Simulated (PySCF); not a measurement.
Ge(H)(vinyl)(NH2)2 (C₂H₈GeN₂), SMILES [NH2][GeH]([NH2])[CH]=C.

Geometry: B3LYP-D3(BJ)/def2-SVP. Other conformers were not sampled.

Method: TDA-PBE0/def2-SVPD (PySCF).

Vertical excitations. Isolated molecule, no solvent.

**Question.** Estimate the UV-visible absorptions. (The exact figures need the calculation; the answer reports its results.)

**Answer.** 
| state | energy (eV) | λ (nm) | f | main pairs |
|---|---|---|---|---|
| S1 | 5.53 | 224 | 0.015 | HOMO→LUMO 95 % |
| S2 | 5.93 | 209 | 0.048 | HOMO−1→LUMO 88 % |
| S3 | 6.37 | 195 | 0.058 | HOMO→LUMO+1 89 % |
| S4 | 6.53 | 190 | 0.056 | HOMO−1→LUMO+1 88 % |
| S5 | 7.07 | 175 | 0.044 | HOMO−3→LUMO 71 % |
| S6 | 7.17 | 173 | 0.004 | HOMO→LUMO+2 67 %, HOMO→LUMO+3 14 % |
| S7 | 7.34 | 169 | 0.008 | HOMO→LUMO+3 47 %, HOMO→LUMO+2 25 %, HOMO−1→LUMO+2 10 % |
| S8 | 7.38 | 168 | 0.042 | HOMO−1→LUMO+2 60 %, HOMO→LUMO+3 19 % |
| S9 | 7.55 | 164 | 0.043 | HOMO→LUMO+4 35 %, HOMO−1→LUMO+3 34 %, HOMO−2→LUMO+1 8 % |
| S10 | 7.57 | 164 | 0.004 | HOMO→LUMO+4 54 %, HOMO−1→LUMO+3 31 % |
| T1 | 4.21 | 295 | 0 | HOMO−2→LUMO 72 %, HOMO−1→LUMO 15 % |
| T2 | 5.17 | 240 | 0 | HOMO→LUMO 78 % |
| T3 | 5.66 | 219 | 0 | HOMO−1→LUMO 65 %, HOMO→LUMO+1 14 % |
| T4 | 6.06 | 205 | 0 | HOMO→LUMO+1 73 %, HOMO−1→LUMO 14 % |
Triplets are in the Tamm–Dancoff approximation.
